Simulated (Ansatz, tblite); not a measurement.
Forces on the cluster Os2O2⁺ at its PBE0-D4/def2-TZVP geometry. Total charge 1; doublet.

In the def2 sets Os takes a core potential; there is no spin–orbit coupling. The xTB rows come from tblite. At PBE-D4/def2-TZVP the charge 1 doublet is spin-contaminated (final ⟨S²⟩ up to 1.01, 0.75 for a pure state). Another isomer (doublet) lies 1.51 eV lower at PBE0-D4/def2-TZVP; other spin states weren't run for this one.

GFN1-xTB (tblite), largest force 2.65 eV/Å:

```xyz
4
positions Å, forces eV/Å
Os    0.659    0.599    0.896   -0.677   -0.396   -0.842
Os   -0.915    0.019   -0.940    1.217    0.005    1.260
O    -0.729   -0.605    0.851    1.560    0.827   -1.979
O     0.985   -0.013   -0.807   -2.100   -0.436    1.561
```

GFN2-xTB (tblite), largest force 2.05 eV/Å:

```
Os 1.014 1.059 1.427
Os -0.724 -0.116 -0.791
O -0.275 -0.517 -0.192
O -0.014 -0.426 -0.444
```

PBE-D4/def2-TZVP (Ansatz), largest force 1.42 eV/Å:

```
Os 0.657 0.806 0.967
Os 0.083 -0.187 0.019
O 0.052 -0.164 -0.901
O -0.791 -0.455 -0.085
```
